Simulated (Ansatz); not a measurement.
Cost and result up the ladder for PtO2 (3 atoms). Total charge 0; singlet. Geometry: PBE-D4/def2-TZVP.

```xyz
3

Pt    0.000    0.000    0.000
O     1.697   -0.214    0.054
O    -1.697    0.214   -0.054
```

Ansatz on 4 threads of Arm Neoverse V1 on a shared host. Times are rough, and most runs start from the orbitals of an earlier one. PBE0-D4/def2-TZVPD serves as the yardstick here, not as an exact answer. Differences are given only for rows in sets of like size (and for xTB, whose basis is part of the method), since another set adds its own error. Binding counts from free atoms at the same level (Pt triplet, O triplet; other spins of the atoms weren't run), without zero-point energy or a counterpoise term.

In the def2 sets Pt takes a core potential; there is no spin–orbit coupling. LC-ωPBE has ω = 0.4 bohr⁻¹. HSE06 is defined as in plane-wave codes, on full-range PBE exchange. The structure comes from a short search, and lower isomers may exist.

Run but left out: PBE0-D4/def2-TZVP, MP2/def2-TZVP, CCSD(T)/def2-TZVPD, CCSD(T)/def2-TZVPP (restricted singlet, unstable towards broken spin symmetry); BHLYP-D4/def2-TZVP (restricted singlet, unstable in another Hartree–Fock run and untested here).

| level | functions | wall time | binding energy per atom (eV) | difference from PBE0-D4/def2-TZVPD (eV) |
| --- | --- | --- | --- | --- |
| PBE-D4/def2-SVP | 60 | 0.4 s | 3.43 | – |
| PBE0-D4/def2-SVP | 60 | 0.45 s | 2.59 | – |
| PBE-D4/def2-TZVP | 102 | 0.65 s | 3.48 | 0.77 |
| revPBE-D4/def2-TZVP (with forces) | 102 | 0.71 s | 3.26 | 0.55 |
| HSE06-D4/def2-TZVP | 102 | 0.8 s | 2.72 | 0.01 |
| LC-ωPBE/def2-TZVP | 102 | 0.85 s | 2.62 | -0.09 |
| PBE-D4/def2-TZVPD | 123 | 0.9 s | 3.48 | 0.77 |
| PBE0-D4/def2-TZVPD | 123 | 1 s | 2.71 | 0.00 |
| r2SCAN-D4/def2-TZVP | 102 | 1.4 s | 3.14 | 0.43 |
| r2SCAN-D4/def2-TZVPD | 123 | 1.8 s | 3.15 | 0.44 |
| B97M-V/def2-TZVP | 102 | 2.1 s | 2.93 | 0.22 |
